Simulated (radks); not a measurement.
Problem. Calculated with a radial shooting solver on a logarithmic mesh with Libxc functionals: scalar-relativistic Kohn-Sham, LDA (Slater exchange, Perdew-Wang correlation), spin-polarised, spherical densities, finite nucleus; Fermi nuclear charge, rms radius of each element as measured or else 0.836 A^(1/3) + 0.57 fm. Response by self-consistent Sternheimer equations with the Hartree and adiabatic LDA kernel, the relativistic mass of each level held fixed and spin-orbit coupling left out. Rank Ge2+, Ga+, Br5+, As3+, Rb7+, Sr8+, Kr6+, Zn, Se4+ (NIST ground configurations) by static dipole polarisability, largest first.

Solution. Zn 36.16, Ga+ 16.70, Ge2+ 9.853, As3+ 6.522, Se4+ 4.624, Br5+ 3.434, Kr6+ 2.637, Rb7+ 2.077, Sr8+ 1.670 bohr^3.
